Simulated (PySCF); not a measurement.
Predicted spectroscopic data

PySCF 2.14.0 with density-fitted response routines calculation with GFN2-xTB geometry and shieldings: GIAO PBE0/pcSseg-1; gas phase, non-relativistic Hamiltonian, one computed conformer, fast rotation and ring inversion assumed for equivalent nuclei.

Shifts are taken against calculated references (same method and geometry level): 1H and 13C against TMS. Where no couplings were computed, multiplicities follow the n + 1 count of equivalent neighbours, and m marks all less simple cases (inequivalent or close neighbours, rings, F or P nearby). Shifts are as computed. Against solution values, carbons near 30 ppm lie about +3 ppm off and those near 130 ppm about +5 ppm; carbons on Cl a further +6 ppm (rms about the fit 2.1 ppm; single classes can miss by 10 ppm). Of 1328 compounds with measured shifts, 309 miss one by over three times the rms of a fit or turn the order of signals round; such compounds aren't used in these exercises. Signals without a measured value on file couldn't be tested in this way; 1H shifts scatter by 0.2 ppm about their fit, and single ones miss by 0.5 ppm. Carbons bonded to Cl come out too deshielded.

Compound 1 (C₇H₈). 1H NMR (500 MHz, computed): δ 6.49 (m, 1H), 6.30 (d, 1H), 6.18 (m, 1H), 6.15 (d, 1H), 6.03 (m, 1H), 2.24 (s, 3H). 13C{1H} NMR (computed): δ 160.8, 140.1, 139.6, 137.3, 129.6, 128.3, 14.8. Structure: `C=C1C=CC=C1C`.

Compound 2 (C₇H₈). 1H NMR (500 MHz, computed): δ 6.33 (m, 1H), 6.26 (m, 1H), 3.54 (m, 1H), 2.92 (m, 1H), 2.53 (m, 1H), 1.99 (s, 3H). 13C{1H} NMR (computed): δ 147.6, 146.5, 85.9, 85.1, 41.4, 34.6, 4.9. Structure: `InChI=1S/C7H8/c1-2-4-7-5-3-6-7/h3,5,7H,6H2,1H3/t7-/m0/s1`.

Compound 3 (C₇H₈). 1H NMR (500 MHz, computed): δ 3.18 (s, 2H), 1.97 (s, 6H). 13C{1H} NMR (computed): δ 82.5, 80.6, 12.1, 4.8. Structure: `CC#CCC#CC`.

Compound 4 (C₅H₅Cl₃). 1H NMR (500 MHz, computed): δ 5.64 (m, 1H), 5.10 (m, 2H), 3.14 (m, 2H). 13C{1H} NMR (computed): δ 224.6, 124.7, 90.8, 79.5, 59.1. Structure: SMILES ClC(CC=C=C)(Cl)Cl.
